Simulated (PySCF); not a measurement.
Members of one family of related compounds. Computed, not measured: TDDFT PBE0/def2-SVPD, vertical, gas phase, core orbitals frozen in the response (PySCF 2.14.0, density-fitted response routines). Geometries: PBE0-D3(BJ)/def2-SVP; one conformer of each isolated species. Triplets are in the Tamm–Dancoff approximation.

Problem. Rank by computed lowest singlet excitation energy, highest first.
A. `CO[SiH2]N1CCCC1`
B. `C(=O)[SiH2]OC`
C. `CO[SiH2]N`
D. `CO[SiH2]P`
E. `CO[SiH2]C1=CC=NC=C1`
F. `CO[SiH2]CC(F)(F)F`

Solution. F (7.06 eV), C (6.90 eV), D (6.21 eV), A (5.86 eV), E (4.45 eV), B (3.22 eV).

```
           SMILES  S1 (eV)  α (au)  LUMO (eV)  first f ≥ 0.01 (nm)  HOMO (eV)  S1 mainly
CO[SiH2]CC(F)(F)F     7.06    69.8       0.14                  160      -8.39  H→L (97%)
        CO[SiH2]N     6.90    52.9       0.50                  180      -7.85  H→L (72%)
        CO[SiH2]P     6.21    72.5       0.06                  200      -7.42  H→L (48%)
  CO[SiH2]N1CCCC1     5.86    96.7       0.70                  206      -6.33  H→L (83%)
 CO[SiH2]c1ccncc1     4.45   105.6      -1.38                  233      -7.42  H→L (98%)
      CO[SiH2]C=O     3.22    59.5      -1.76                  206      -7.21  H→L (98%)
```

H and L stand for HOMO and LUMO.

Without π bonds the low states are Rydberg-like; a valence basis with one diffuse set may place them up to an eV too high.
